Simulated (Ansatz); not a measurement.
Gas-phase electronic energies from Ansatz, PBE0-D4/def2-TZVP geometries. CBS: MP2 limit from def2 TZ/QZ plus the TZ coupled-cluster correction, frozen cores. Functionals use def2-TZVPP. def2 core potentials past Kr. For Ga, Se, Te outer-core shells are correlated without core-valence functions, which leaves a few kJ/mol of doubt a bond. Scalar relativity is left out up to krypton. Each species was taken in one conformer, which may not be the lowest.

Reaction (formal exchange of groups at the Se–Ga bond): `[F][Ga]([F])[SeH]` + `[SiH3][TeH]` → `[SeH][SiH2][TeH]` + `[F][GaH][F]`

```json
{"level": "PBE-D4", "ΔE (kJ/mol)": "28.7", "difference from CCSD(T)/CBS": "-1.7"}
{"level": "PBE0-D4", "ΔE (kJ/mol)": "30.2", "difference from CCSD(T)/CBS": "-0.2"}
{"level": "PBE-QIDH", "ΔE (kJ/mol)": "32.7", "difference from CCSD(T)/CBS": "2.3"}
{"level": "PBE", "ΔE (kJ/mol)": "31.5", "difference from CCSD(T)/CBS": "1.1"}
{"level": "BLYP", "ΔE (kJ/mol)": "37.4", "difference from CCSD(T)/CBS": "7.0"}
{"level": "r2SCAN", "ΔE (kJ/mol)": "33.2", "difference from CCSD(T)/CBS": "2.8"}
{"level": "PBE0", "ΔE (kJ/mol)": "32.8", "difference from CCSD(T)/CBS": "2.4"}
{"level": "r2SCANh", "ΔE (kJ/mol)": "33.4", "difference from CCSD(T)/CBS": "3.0"}
{"level": "r2SCAN0", "ΔE (kJ/mol)": "33.9", "difference from CCSD(T)/CBS": "3.5"}
{"level": "HF/def2-SVP", "ΔE (kJ/mol)": "47.9", "difference from CCSD(T)/CBS": "17.5"}
{"level": "MP2/def2-SVP", "ΔE (kJ/mol)": "43.0", "difference from CCSD(T)/CBS": "12.6"}
{"level": "CCSD(T)/def2-TZVPP", "ΔE (kJ/mol)": "35.9", "difference from CCSD(T)/CBS": "5.5"}
{"level": "SCS-MP2/def2-QZVPP", "ΔE (kJ/mol)": "30.6", "difference from CCSD(T)/CBS": "0.2"}
{"level": "HF/CBS(def2)", "ΔE (kJ/mol)": "42.2", "difference from CCSD(T)/CBS": "11.8"}
{"level": "MP2/CBS(def2)", "ΔE (kJ/mol)": "26.1", "difference from CCSD(T)/CBS": "-4.3"}
{"level": "CCSD/CBS(def2)", "ΔE (kJ/mol)": "31.6", "difference from CCSD(T)/CBS": "1.2"}
{"level": "CCSD(T)/CBS", "ΔE (kJ/mol)": "30.4", "difference from CCSD(T)/CBS": "0"}
```

Largest T1 diagnostic among the species: 0.015.

The D4 term adds −4.8 kJ/mol with B3LYP and −2.6 kJ/mol with PBE0; it sums over pairs of atoms, weighted by their polarisabilities, and B3LYP, whose exchange is more repulsive, gets the larger term. At CCSD(T), def2-SVP lies +15.7 kJ/mol from the extrapolated value and def2-TZVPP +5.5 kJ/mol. Leaving LDA and LC-ωPBE aside and taking each functional with its dispersion term where it has one, the values, not all of them listed here, spread over 8.9 kJ/mol, from B97M-V to B2PLYP. LDA lies −4.7 kJ/mol from PBE without D4.

B3LYP here is the variant with VWN-RPA as its local correlation; programs differ in this.
